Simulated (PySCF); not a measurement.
Al(Me)(OH)(PH2) (CH₆AlOP), SMILES [CH3][Al]([OH])[PH2].

The structure is a stationary point at PBE-D3(BJ)/def2-SVP. The structure was generated by enumeration; whether it is a known compound was not checked. Other conformers were not sampled.

The numbers are results of PBE-D3(BJ)/def2-SVP (PySCF), not measurements.

Frequencies are harmonic and unscaled.

Computed normal modes with their intensities:
```
mode  ν (cm⁻¹)  IR (km/mol)   moving atoms (share of kinetic energy)
----  --------  -----------  ---------------------------------------
1           32          0.2                                   H 98 %
2           80          4.8                                   H 89 %
3          128          3.7  H 29 %, C 25 %, Al 18 %, P 16 %, O 12 %
4          174         11.1                  Al 55 %, H 21 %, O 13 %
5          192         10.6   O 42 %, H 22 %, P 15 %, C 12 %, Al 8 %
6          367          9.4   P 41 %, Al 27 %, H 12 %, C 11 %, O 9 %
7          374        118.6                            H 90 %, O 9 %
8          494          1.6                            H 86 %, P 9 %
9          538         39.3                                   H 93 %
10         586         87.2                           H 68 %, C 20 %
11         635         19.6                   H 69 %, C 17 %, Al 9 %
12         641         49.1          H 47 %, C 21 %, Al 19 %, O 13 %
13         683        170.3                  H 60 %, C 21 %, Al 16 %
14         844         79.1                  Al 45 %, O 43 %, H 11 %
15        1044         17.4                                   H 97 %
16        1159         20.1                           H 79 %, C 21 %
17        1375          1.2                                   H 96 %
18        1375          4.2                                   H 95 %
19        2304         33.3                                   H 97 %
20        2322         50.0                                   H 97 %
21        2967          2.1                                   H 97 %
22        3059          3.0                            H 91 %, C 9 %
23        3079          3.0                            H 91 %, C 9 %
24        3813         66.0                                   H 94 %
```
